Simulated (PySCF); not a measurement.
C8H7 (doublet state).
Structure used (GFN2-xTB), in Å, numbered top down from 1:
```xyz
15
C8H7 angstrom
C      4.7936    0.2554    0.9918
C      3.6250   -0.0169    0.8149
C      2.3343   -0.3107    0.6150
C      1.1472   -0.5942    0.4362
C     -0.1508   -0.8918    0.2339
C     -1.0903    0.0350   -0.3806
C     -2.5353    0.0477    0.0755
C     -2.1968   -0.4997   -1.2674
H      5.8041    0.4856    1.1466
H     -0.5202   -1.8615    0.5387
H     -0.6594    0.9887   -0.6610
H     -3.0308    1.0044    0.1382
H     -2.8205   -0.6452    0.8528
H     -2.2494   -1.5683   -1.4124
H     -2.4552    0.0740   -2.1441
```

The hyperfine couplings belong to this conformer and change with its torsions.

The species is `C#CC#C[CH]C1CC1` [radical].

Computed, not measured: UKS B3LYP, pcH-1 on C H, non-relativistic, mean-field spin-orbit, GIAO (PySCF 2.14.0). Geometry: GFN2-xTB, one conformer, isolated molecule. The geometry wasn't refined by DFT: couplings that depend on bond lengths, twists or pyramidal angles can differ widely from those at the functional's own minimum. No stability test was run, so a lower SCF solution isn't excluded. ⟨S²⟩ is 0.779 where a pure state has 0.75.

Principal values of hyperfine tensors in MHz (contact and dipolar terms together), for some of the nuclei:

```
atom  isotope      A1      A2      A3  alike by the symmetry of this geometry
  C4      13C  -79.98  -61.58  -37.19                                    none
  C2      13C  -60.75  -46.45  -30.18                                    none
 H10       1H  -65.94  -44.76  -21.00                                    none
  C3      13C    1.86   13.89  110.36                                    none
  C8      13C   24.13   24.17   41.18                                      C7
  C1      13C    0.65   12.24   74.82                                    none
  C6      13C  -28.90  -26.77  -26.02                                    none
  H9       1H  -38.91  -28.52  -13.35                                    none
```

Task: Split each tensor into its isotropic and traceless parts, and turn a_iso into mT with g = 2.0027.

Result: a_iso = (A1 + A2 + A3)/3, Ti = Ai − a_iso; 1 mT corresponds to 28.030 MHz.

```tsv
atom	a_iso (MHz)	a_iso (mT)	T1	T2	T3
C4	-59.58	-2.126	-20.40	-2.00	22.39
C2	-45.79	-1.634	-14.95	-0.66	15.61
H10	-43.90	-1.566	-22.04	-0.86	22.90
C3	42.04	1.500	-40.18	-28.14	68.32
C8	29.82	1.064	-5.70	-5.65	11.35
C1	29.24	1.043	-28.59	-16.99	45.58
C6	-27.23	-0.971	-1.67	0.46	1.21
H9	-26.93	-0.961	-11.99	-1.59	13.58
```

Task: What spin density at the nucleus of C2 lies behind its contact coupling (g_N = 1.40482)?

Result: a_FC = (2μ0/3) gₑ μB g_N μN ρ(0)/(2S·h) = 800.24 MHz × g_N × ρ(0)/(2S), with ρ in bohr⁻³. With a_FC = -45.79 MHz and 2S = 1, ρ(0) = -0.04073 bohr⁻³.

Task: C5 (13C, g_N = 1.40482) isn't in the table. Its spin density at the nucleus is 0.04645 bohr⁻³. What is its contact coupling?

Result: By the same relation, a_FC = 52.2 MHz. Its full tensor has the principal values 2.92, 3.81, 149.92 MHz.

Task: Which nucleus of the table has the largest anisotropic coupling, and what is its form?

Result: C3: -40.2, -28.1, 68.3 MHz, rhombic: the two smaller values differ by 18 % of the largest.

Task: What first-order splitting does C4 cause when the field lies along A1, A2 or A3 of its tensor (g taken as isotropic, no quadrupole term)?

Result: 2 lines (I = 1/2), spaced by |A_i|/(g × 13.996): 2.85, 2.20, 1.33 mT along the axes of A1, A2 and A3.
